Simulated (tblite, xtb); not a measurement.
BaCl$_{2}$, singlet, geometry from GFN2-xTB (such geometries of metal compounds can be far from the true shape). Base run: GFN1-xTB (xtb).

Geometry (Å):
```xyz
3

Ba     0.2997     0.3567     0.3946
Cl     0.9727    -0.2507    -2.0681
Cl    -1.9599    -0.9244     0.7682
```
Charge 0, spin multiplicity 1.
All else is at xtb's defaults.
Base energy -9.17372 Eh.

Programs used: tblite, xtb; a row that names a program was run with it.

The base run was repeated with changes; each row names its change, and settings that it needs were set with it.

```
change                                            ΔE vs base (kJ/mol)  HOMO-LUMO gap (eV)  dipole (D)  G_solv (kcal/mol)  SCF cycles
------------------------------------------------  -------------------  ------------------  ----------  -----------------  ----------
base                                                             0.00                3.96       10.93                  -          10
alpb = toluene                                                      …                   …           …                  …           9
alpb = ether                                                    -72.5                4.06       11.14             -17.51           8
etemp = 10000                                                   -73.2                4.58        9.19                  -          12
etemp = 5000                                                        …                   …           …                  -          10
file = coord                                                     0.00                3.96       10.93                  -          10
program = tblite; method = gfn1; option = --grad                 0.00                   -           -                  -           -
```

### Question
Complete the blanks.

### Answer

- alpb = toluene, ΔE vs base (kJ/mol): -65.5
- alpb = toluene, HOMO-LUMO gap (eV): 4.08
- alpb = toluene, dipole (D): 11.18
- alpb = toluene, G_solv (kcal/mol): -15.92
- etemp = 5000, ΔE vs base (kJ/mol): -3.29
- etemp = 5000, HOMO-LUMO gap (eV): 4.02
- etemp = 5000, dipole (D): 10.77

ALPB and GBSA are two models with their own fitted parameters for each solvent, which aren't always the measured dielectric constant.
